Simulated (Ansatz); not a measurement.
Gas-phase electronic energies from Ansatz, PBE0-D4/def2-TZVP geometries. CBS: MP2 limit from def2 TZ/QZ plus the TZ coupled-cluster correction, frozen cores. DFT in def2-TZVPP. B3LYP here is the variant with VWN-RPA as its local correlation; programs differ in this. One conformer a species, not always the lowest.

`NB(N)S` + `CCC(=O)CC` → `CCB(N)N` + `CCC(=O)S`  (formal exchange of groups at a B–S bond)

`NB(N)S`:

```xyz
9

N     0.396    0.806   -0.850
B    -0.072   -0.057    0.163
N     0.295   -1.417    0.225
S    -1.193    0.552    1.496
H     0.980    0.494   -1.605
H     0.239    1.796   -0.844
H    -0.101   -2.057    0.887
H     0.972   -1.834   -0.388
H    -1.517    1.717    0.918
```

`CCC(=O)CC`:

Z-matrix (Å, degrees):
```
C
C 1 1.514
H 1 1.091 2 110.9
H 1 1.092 2 110.8 3 120.5
H 1 1.091 2 110.9 3 -118.9
C 2 1.512 1 113.7 3 59.5
H 2 1.097 1 111.4 3 -62.3
H 2 1.097 1 111.3 3 -178.9
C 6 1.512 2 116.2 1 -179.2
O 6 1.206 2 121.9 1 0.8
C 9 1.514 6 113.7 2 -179.5
H 9 1.097 6 107.6 2 -55.7
H 9 1.097 6 107.5 2 56.8
H 11 1.091 9 110.9 6 59.7
H 11 1.091 9 110.9 6 -59.2
H 11 1.092 9 110.8 6 -179.7
```

`CCB(N)N`:

Z-matrix (Å, degrees):
```
C
C 1 1.531
H 1 1.093 2 111.2
H 1 1.094 2 112.0 3 -120.4
H 1 1.093 2 111.3 3 119.2
B 2 1.586 1 112.1 3 -59.6
H 2 1.096 1 109.2 3 178.0
H 2 1.096 1 109.2 3 62.8
N 6 1.415 2 119.7 1 90.7
N 6 1.416 2 119.7 1 -87.1
H 9 1.003 6 122.0 2 2.7
H 9 1.004 6 124.5 2 -176.8
H 10 1.003 6 122.0 2 -2.6
H 10 1.004 6 124.5 2 176.7
```

`CCC(=O)S`:

```xyz
11

C    -1.046   -0.865    0.752
C    -0.559    0.219   -0.187
C     0.946    0.298   -0.262
O     1.698   -0.409    0.343
S     1.513    1.586   -1.374
H    -0.689   -1.846    0.436
H    -0.683   -0.697    1.767
H    -2.137   -0.885    0.774
H    -0.925    1.207    0.114
H    -0.930    0.066   -1.206
H     2.812    1.327   -1.158
```

```json
{"level": "PBE-D4", "ΔE (kJ/mol)": "37.0", "difference from CCSD(T)/CBS": "-14.2"}
{"level": "r2SCAN-D4", "ΔE (kJ/mol)": "42.6", "difference from CCSD(T)/CBS": "-8.6"}
{"level": "PBE0-D4", "ΔE (kJ/mol)": "47.0", "difference from CCSD(T)/CBS": "-4.2"}
{"level": "B3LYP-D4", "ΔE (kJ/mol)": "43.6", "difference from CCSD(T)/CBS": "-7.6"}
{"level": "ωB97X-V", "ΔE (kJ/mol)": "52.0", "difference from CCSD(T)/CBS": "0.8"}
{"level": "B2PLYP", "ΔE (kJ/mol)": "45.7", "difference from CCSD(T)/CBS": "-5.5"}
{"level": "PBE", "ΔE (kJ/mol)": "36.9", "difference from CCSD(T)/CBS": "-14.3"}
{"level": "r2SCAN", "ΔE (kJ/mol)": "42.6", "difference from CCSD(T)/CBS": "-8.6"}
{"level": "B3LYP", "ΔE (kJ/mol)": "43.4", "difference from CCSD(T)/CBS": "-7.8"}
{"level": "HF/def2-TZVPP", "ΔE (kJ/mol)": "64.4", "difference from CCSD(T)/CBS": "13.2"}
{"level": "SCS-MP2/def2-TZVPP", "ΔE (kJ/mol)": "50.2", "difference from CCSD(T)/CBS": "-1.0"}
{"level": "CCSD/def2-TZVPP", "ΔE (kJ/mol)": "54.3", "difference from CCSD(T)/CBS": "3.1"}
{"level": "HF/def2-QZVPP", "ΔE (kJ/mol)": "64.4", "difference from CCSD(T)/CBS": "13.2"}
{"level": "MP2/def2-QZVPP", "ΔE (kJ/mol)": "49.7", "difference from CCSD(T)/CBS": "-1.5"}
{"level": "SCS-MP2/def2-QZVPP", "ΔE (kJ/mol)": "50.7", "difference from CCSD(T)/CBS": "-0.5"}
{"level": "CCSD/CBS(def2)", "ΔE (kJ/mol)": "54.9", "difference from CCSD(T)/CBS": "3.7"}
{"level": "CCSD(T)/CBS", "ΔE (kJ/mol)": "51.2", "difference from CCSD(T)/CBS": "0"}
```

Largest T1 diagnostic among the species: 0.014.

In def2-TZVPP, CCSD(T) changes the Hartree–Fock value by −13.9 kJ/mol (the triples alone add −3.8 kJ/mol) and MP2 by −15.1 kJ/mol. From PBE to PBE0 (25 % exact exchange), in def2-TZVPP and without D4, ΔE moves by +10.1 kJ/mol.
